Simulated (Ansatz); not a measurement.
Basis sets compared for (KH)2 ring (K2H2). The state is a singlet with charge 0. Geometry PBE0-D4/def2-TZVP. Ansatz on 4 threads of Arm Neoverse V1 on a shared host; times are rough, and most runs start from earlier orbitals.

```csv
atom,x (Å),y (Å),z (Å)
K1,1.6475,0.6133,-0.3127
H2,0.0279,-0.8386,-1.4970
K3,-1.6475,-0.6133,0.3127
H4,-0.0279,0.8386,1.4970
```

Binding counts from free atoms (K doublet, H doublet) in the same basis, without a counterpoise term.

```tsv
level	functions	energy (Eh)	HOMO (eV)	LUMO (eV)	binding per atom (eV)	wall time
HF/STO-3G	28	-1187.1954	-3.30	5.34	0.73	0.1 s
PBE-D4/def2-SVP	58	-1200.4039	-3.25	-1.06	1.23	0.5 s
PBE0-D4/def2-SVP	58	-1200.5045	-4.23	-0.58	1.23	0.65 s
```

Q: Estimate the rows for HF/def2-TZVP, PBE-D4/def2-TZVP, PBE0-D4/def2-TZVP (with forces).

A: 
```
                          level  functions  energy (Eh)  HOMO (eV)  LUMO (eV)  binding per atom (eV)  wall time
                   HF/def2-TZVP         78   -1199.4244      -6.83       0.46                   0.80      0.2 s
               PBE-D4/def2-TZVP         78   -1200.5652      -3.31      -1.02                   1.25      0.6 s
PBE0-D4/def2-TZVP (with forces)         78   -1200.6630      -4.30      -0.53                   1.25        1 s
```
